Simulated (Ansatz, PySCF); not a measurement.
Reaction (SMILES): OCO -> O[CH]O + H atom (the C-H bond at the site shown breaks; other sites are not compared here)
Structures are relaxed separately at B3LYP-D3(BJ)/def2-TZVP in Ansatz (a program for electronic structure), one conformer each, not searched for the lowest.

Property: bond dissociation energy (enthalpy at 298 K, with B3LYP-D3(BJ) rigid-rotor harmonic-oscillator terms from PySCF), in kcal/mol. Valence correlation only, unless marked. UHF or UKS for open shells. Spin-orbit coupling is left out. Non-relativistic. CBS marks a two-point X^-3 extrapolation of the correlation energy; Hartree-Fock from the larger set. The bracket is a focal-point correction in the basis named.

RI-MP2/CBS(cc-pVTZ,cc-pVQZ)+[CCSD(T)-MP2]/cc-pVTZ (Ansatz) gives 97.8 kcal/mol.

Q: Another calculation gave 90.4 kcal/mol. Which level was it?
A) SVWN5/def2-TZVPD (Ansatz)
B) B3LYP/def2-TZVPD (Ansatz)
C) r2SCAN/def2-TZVPD (Ansatz)
D) HF/def2-TZVPD (PySCF)

A: C, r2SCAN/def2-TZVPD (Ansatz). The others give 93.0 (B3LYP), 100.4 (SVWN5), 72.6 (HF) kcal/mol.
